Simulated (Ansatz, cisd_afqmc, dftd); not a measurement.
Reaction: SbH3 (SMILES [SbH3]) → SbH3+ (parent SMILES [SbH3], doublet) + e-
Each species at its own B3LYP-D3(BJ)/def2-TZVP minimum (Ansatz, a quantum-chemistry and plane-wave program).

Property: adiabatic ionisation energy (electronic), in eV. Radicals and triplets start from unrestricted determinants; spin-orbit coupling is neglected. Correlated methods leave the cores frozen (noble-gas shells, and filled d and f shells in the p block). Past Kr the def2 sets carry scalar-relativistic core potentials. The Monte Carlo rows (phaseless AFQMC, CISD trial, step 0.005/hartree) carry one-sigma bars that omit the constraint's bias. Outlying blocks are dropped, and bars are widened where a walk drifts. Over all cases where full CI ran beside it in this data, AFQMC minus full CI had a median of +0.1 mEh and passed +0.4 mEh in a tenth of the cases. CBS(X,Y): correlation extrapolated as X^-3, Hartree-Fock from the larger set. A bracket is a step between two methods taken in the basis named. Spin-orbit terms, left out, reach several kcal/mol for Br and I, and more for heavier atoms. The spin of H3Sb+ (parent SMILES [SbH3], doublet) was assumed, and the state is the lowest solution found for it.

```
level                                                                                                       program  adiabatic ionisation energy (eV)  difference against the last row
---------------------------------------------------------------------------------------------------  --------------  --------------------------------  -------------------------------
PBE-D4/def2-TZVPD                                                                                    Ansatz + dftd4                              9.33                             0.05
r2SCAN-D3(BJ)/def2-TZVPD                                                                             Ansatz + dftd3                              9.29                             0.01
B3LYP-D4/def2-TZVPD                                                                                  Ansatz + dftd4                              9.45                             0.17
CAM-B3LYP-D4/def2-TZVPD                                                                              Ansatz + dftd4                              9.39                             0.11
B2PLYP-D3(BJ)/def2-TZVPD                                                                             Ansatz + dftd3                              9.25                            -0.03
B2PLYP/def2-TZVPD                                                                                            Ansatz                              9.24                            -0.04
B2GP-PLYP-D4/def2-TZVPD                                                                              Ansatz + dftd4                              9.22                            -0.06
MP2/def2-QZVPP                                                                                               Ansatz                              9.13                            -0.15
MP2/CBS(def2-TZVPP,def2-QZVPP)                                                                               Ansatz                              9.18                            -0.10
CCSD(T)/def2-SVP                                                                                             Ansatz                              8.97                            -0.31
CCSD(T)/def2-QZVPP                                                                                           Ansatz                              9.23                            -0.05
CCSDTQ/def2-SVP                                                                                              Ansatz                              8.97                            -0.31
AFQMC/CISD/def2-SVP                                                                                      cisd_afqmc                       8.97 ± 0.01                            -0.31
CCSD(T)/CBS(def2-TZVPP,def2-QZVPP) + [CCSDTQ - CCSD(T)]/def2-SVP                                             Ansatz                              9.28                             0.00
CCSD(T)/CBS(def2-TZVPP,def2-QZVPP) + [CCSDT(Q) - CCSD(T)]/def2-QZVPP + [CCSDTQ - CCSDT(Q)]/def2-SVP          Ansatz                              9.28                             0.00
```
